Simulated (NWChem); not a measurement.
All runs are NWChem calculations. System: H₄AlClO, charge 0, spin multiplicity 1, at a geometry optimised with PBE/def2-SVP. The structure started from a generated list of species. Level: PBE/def2-TZVP.

The NWChem input:

```
start mol
memory heap 200 mb stack 900 mb global 1100 mb
geometry units angstroms nocenter noautoz noautosym
  Al     0.956407    -0.291384     0.066827
  H      1.433236    -1.289750     1.213582
  H      1.945700     0.359366    -1.013601
  Cl    -1.097848    -0.589404    -0.626672
  O      0.344851     1.395059     1.023758
  H     -0.610014     1.362647     0.767820
  H      0.702393     2.215131     0.626804
end
basis spherical
  * library def2-tzvp
end
dft
  xc xpbe96 cpbe96
  semidirect memsize 60000000 filesize 0
  iterations 100
end
task dft energy
```

NWChem printed:

```
             Northwest Computational Chemistry Package (NWChem) 7.3.0
             --------------------------------------------------------

                                NWChem Input Module
                                -------------------

 Scaling coordinates for geometry "geometry" by  1.889725989
 (inverse scale =  0.529177249)

                             Geometry "geometry" -> ""
                             -------------------------

 Output coordinates in angstroms (scale by  1.889725989 to convert to a.u.)

  No.       Tag          Charge          X              Y              Z
 ---- ---------------- ---------- -------------- -------------- --------------
    1 Al                  13.0000     0.95640700    -0.29138400     0.06682700
    2 H                    1.0000     1.43323600    -1.28975000     1.21358200
    3 H                    1.0000     1.94570000     0.35936600    -1.01360100
    4 Cl                  17.0000    -1.09784800    -0.58940400    -0.62667200
    5 O                    8.0000     0.34485100     1.39505900     1.02375800
    6 H                    1.0000    -0.61001400     1.36264700     0.76782000
    7 H                    1.0000     0.70239300     2.21513100     0.62680400

 Effective nuclear repulsion energy (a.u.)     143.5725508512

            Nuclear Dipole moment (a.u.)
            ----------------------------
        X                 Y               Z
 ---------------- ---------------- ----------------
    -0.0000037795     0.0000113384    -0.0000075589


 Summary of "ao basis" -> "" (spherical)
 ------------------------------------------------------------------------------
       Tag                 Description            Shells   Functions and Types
 ---------------- ------------------------------  ------  ---------------------
 *                         def2-tzvp                  on all atoms

  pbe96 is a nonlocal functional; adding pw91lda local functional.

                                 NWChem DFT Module
                                 -----------------

 Summary of "ao basis" -> "ao basis" (spherical)
 ------------------------------------------------------------------------------
       Tag                 Description            Shells   Functions and Types
 ---------------- ------------------------------  ------  ---------------------
 Al                        def2-tzvp                13       37   5s5p2d1f
 H                         def2-tzvp                 4        6   3s1p
 Cl                        def2-tzvp                13       37   5s5p2d1f
 O                         def2-tzvp                11       31   5s3p2d1f

 Summary of "ao basis" -> "ao basis" (spherical)
 ------------------------------------------------------------------------------
       Tag                 Description            Shells   Functions and Types
 ---------------- ------------------------------  ------  ---------------------
 Al                        def2-tzvp                13       37   5s5p2d1f
 H                         def2-tzvp                 4        6   3s1p
 Cl                        def2-tzvp                13       37   5s5p2d1f
 O                         def2-tzvp                11       31   5s3p2d1f

            General Information
            -------------------
          SCF calculation type: DFT
          Wavefunction type:  closed shell.
          No. of atoms     :     7
          No. of electrons :    42
           Alpha electrons :    21
            Beta electrons :    21
          Charge           :     0
          Spin multiplicity:     1
          Use of symmetry is: off; symmetry adaption is: off
          Maximum number of iterations: 100
          AO basis - number of functions:   129
                     number of shells:    53
          Convergence on energy requested:  1.00D-06
          Convergence on density requested:  1.00D-05
          Convergence on gradient requested:  5.00D-04

              XC Information
              --------------
          PerdewBurkeErnzerhof Exchange Functional  1.000
            Perdew 1991 LDA Correlation Functional  1.000 local
           PerdewBurkeErnz. Correlation Functional  1.000 non-local

             Grid Information
             ----------------
          Grid used for XC integration:  medium
          Radial quadrature: Mura-Knowles
          Angular quadrature: Lebedev.
          Tag              B.-S. Rad. Rad. Pts. Rad. Cut. Ang. Pts.
          ---              ---------- --------- --------- ---------
          Al                  1.25       88          10.0       590
          H                   0.35       45          11.0       434
          Cl                  1.00       88          11.0       590
          O                   0.60       49           9.0       434
          Grid pruning is: on
          Number of quadrature shells:   405
          Spatial weights used:  Erf1

          Convergence Information
          -----------------------
          Convergence aids based upon iterative change in
          total energy or number of iterations.
          Levelshifting, if invoked, occurs when the
          HOMO/LUMO gap drops below (HL_TOL):  1.00D-02
          DIIS, if invoked, will attempt to extrapolate
          using up to (NFOCK): 10 stored Fock matrices.

                    Damping( 0%)  Levelshifting(0.5)       DIIS
                  --------------- ------------------- ---------------
          dE  on:    start            ASAP                start
          dE off:    2 iters        100 iters           100 iters

      Screening Tolerance Information
      -------------------------------
          Density screening/tol_rho:  1.00D-10
          AO Gaussian exp screening on grid/accAOfunc:  14
          CD Gaussian exp screening on grid/accCDfunc:  20
          XC Gaussian exp screening on grid/accXCfunc:  20
          Schwarz screening/accCoul:  1.00D-08

      Superposition of Atomic Density Guess
      -------------------------------------

 Sum of atomic energies:        -778.13605653

      Non-variational initial energy
      ------------------------------

 Total energy =    -778.705442
 1-e energy   =   -1362.288504
 2-e energy   =     440.010511
 HOMO         =      -0.348985
 LUMO         =       0.019204

------------------------------------------------------------
EAF file 0: "./mol.aoints.0" size=524288 bytes
------------------------------------------------------------
               write      read    awrite     aread      wait
               -----      ----    ------     -----      ----
     calls:        1         0         0         0         0
   data(b): 5.24e+05  0.00e+00  0.00e+00  0.00e+00
   time(s): 0.00e+00  0.00e+00  0.00e+00  0.00e+00  0.00e+00
rate(mb/s): 0.00e+00  0.00e+00
------------------------------------------------------------

   convergence    iter        energy       DeltaE   RMS-Dens  Diis-err    time
 ---------------- ----- ----------------- --------- --------- ---------  ------
 d= 0,ls=0.0,diis     1   -779.9222767748 -9.23D+02  6.35D-03  1.34D+00     6.8
 d= 0,ls=0.0,diis     2   -779.9296987083 -7.42D-03  4.47D-03  4.66D-01     8.2
 d= 0,ls=0.0,diis     3   -779.9467340091 -1.70D-02  1.76D-03  3.57D-01     9.7
 d= 0,ls=0.0,diis     4   -779.9796680807 -3.29D-02  4.67D-04  7.77D-03    11.1
 d= 0,ls=0.0,diis     5   -779.9804520754 -7.84D-04  1.24D-04  1.25D-03    12.0
  Resetting Diis
 d= 0,ls=0.0,diis     6   -779.9805738738 -1.22D-04  1.97D-05  1.11D-05    12.8
 d= 0,ls=0.0,diis     7   -779.9805750378 -1.16D-06  1.46D-05  2.20D-06    13.7
 d= 0,ls=0.0,diis     8   -779.9805748188  2.19D-07  8.30D-06  3.76D-06    14.6

         Total DFT energy =     -779.980574818753
      One electron energy =    -1364.977536294066
           Coulomb energy =      498.003319371637
    Exchange-Corr. energy =      -56.578908747491
 Nuclear repulsion energy =      143.572550851166

 Numeric. integr. density =       41.999998987104

     Total iterative time =     13.5s

                       DFT Final Molecular Orbital Analysis
                       ------------------------------------

 Vector   19  Occ=2.000000D+00  E=-2.817694D-01
              MO Center= -3.6D-01, -5.8D-01, -3.0D-01, r^2= 2.9D+00
   Bfn.  Coefficient  Atom+Function         Bfn.  Coefficient  Atom+Function
  ----- ------------  ---------------      ----- ------------  ---------------
    66      0.363775  4 Cl pz                69      0.233859  4 Cl pz
    65     -0.187152  4 Cl py                63      0.170545  4 Cl pz
    17      0.160039  1 Al pz                64     -0.155616  4 Cl px
    57     -0.142533  4 Cl pz                39      0.132276  2 H  s
    68     -0.116324  4 Cl py                67     -0.101368  4 Cl px

 Vector   20  Occ=2.000000D+00  E=-2.756265D-01
              MO Center= -8.3D-01, -4.3D-01, -5.0D-01, r^2= 2.1D+00
   Bfn.  Coefficient  Atom+Function         Bfn.  Coefficient  Atom+Function
  ----- ------------  ---------------      ----- ------------  ---------------
    65      0.438400  4 Cl py                68      0.293584  4 Cl py
    62      0.206825  4 Cl py                66      0.176666  4 Cl pz
    56     -0.172180  4 Cl py                64     -0.158067  4 Cl px
    69      0.119567  4 Cl pz                67     -0.104645  4 Cl px
    94      0.099636  5 O  pz                97      0.088279  5 O  pz

 Vector   21  Occ=2.000000D+00  E=-2.436374D-01
              MO Center=  8.3D-01, -4.7D-01, -8.0D-02, r^2= 3.9D+00
   Bfn.  Coefficient  Atom+Function         Bfn.  Coefficient  Atom+Function
  ----- ------------  ---------------      ----- ------------  ---------------
    66      0.242854  4 Cl pz                39     -0.201863  2 H  s
    45      0.196712  3 H  s                 46      0.194379  3 H  s
    17     -0.188353  1 Al pz                40     -0.187508  2 H  s
    69      0.171992  4 Cl pz                65     -0.158826  4 Cl py
    16      0.136140  1 Al py                38     -0.126492  2 H  s

 Vector   22  Occ=0.000000D+00  E=-5.440109D-02
              MO Center=  5.3D-01,  1.5D+00,  4.6D-01, r^2= 4.8D+00
   Bfn.  Coefficient  Atom+Function         Bfn.  Coefficient  Atom+Function
  ----- ------------  ---------------      ----- ------------  ---------------
    91      0.887857  5 O  s                126     -0.806867  7 H  s
   120     -0.404060  6 H  s                 19     -0.303416  1 Al py
    89      0.185410  5 O  s                125     -0.184109  7 H  s
    20     -0.171678  1 Al pz                16     -0.151275  1 Al py
    99      0.147966  5 O  py               100     -0.145017  5 O  pz

 Vector   23  Occ=0.000000D+00  E=-1.164707D-02
              MO Center=  6.9D-01, -3.9D-01, -1.6D-01, r^2= 5.7D+00
   Bfn.  Coefficient  Atom+Function         Bfn.  Coefficient  Atom+Function
  ----- ------------  ---------------      ----- ------------  ---------------
    19      0.574946  1 Al py               120     -0.508867  6 H  s
    20      0.470907  1 Al pz               126     -0.421630  7 H  s
    54      0.396680  4 Cl s                 91      0.371198  5 O  s
    18      0.355921  1 Al px                 5     -0.305750  1 Al s
    67      0.261880  4 Cl px                16      0.222734  1 Al py

 Vector   24  Occ=0.000000D+00  E= 1.609917D-02
              MO Center=  1.1D+00, -4.8D-02,  2.2D-01, r^2= 5.8D+00
   Bfn.  Coefficient  Atom+Function         Bfn.  Coefficient  Atom+Function
  ----- ------------  ---------------      ----- ------------  ---------------
   120      1.086234  6 H  s                 18      1.031855  1 Al px
    40     -0.484842  2 H  s                 46     -0.473171  3 H  s
    19     -0.419285  1 Al py                98      0.309527  5 O  px
     5      0.298182  1 Al s                 91     -0.263945  5 O  s
    15      0.243125  1 Al px                54      0.202910  4 Cl s

 center of mass
 --------------
 x =  -0.08231436 y =  -0.08047035 z =  -0.04907553

 moments of inertia (a.u.)
 ------------------
         314.662462632547         -79.360389363479        -110.967013082270
         -79.360389363479         390.687587589551        -127.320330143036
        -110.967013082270        -127.320330143036         462.004150850431

     Multipole analysis of the density
     ---------------------------------

     L   x y z        total         alpha         beta         nuclear
     -   - - -        -----         -----         ----         -------
     0   0 0 0      0.000000    -21.000000    -21.000000     42.000000

     1   1 0 0      0.036683      0.018343      0.018343     -0.000004
     1   0 1 0      1.514521      0.757255      0.757255      0.000011
     1   0 0 1      0.403209      0.201608      0.201608     -0.000008

     2   2 0 0    -26.940006    -84.958506    -84.958506    142.977006
     2   1 1 0     -0.089208    -19.331013    -19.331013     38.572819
     2   1 0 1     -0.730293    -27.309075    -27.309075     53.887858
     2   0 2 0    -19.817035    -65.501487    -65.501487    111.185939
     2   0 1 1      2.130330    -30.997462    -30.997462     64.125254
     2   0 0 2    -27.466998    -46.947078    -46.947078     66.427157

 Task  times  cpu:       14.6s     wall:       14.6s

 Total times  cpu:       14.6s     wall:       14.6s
```
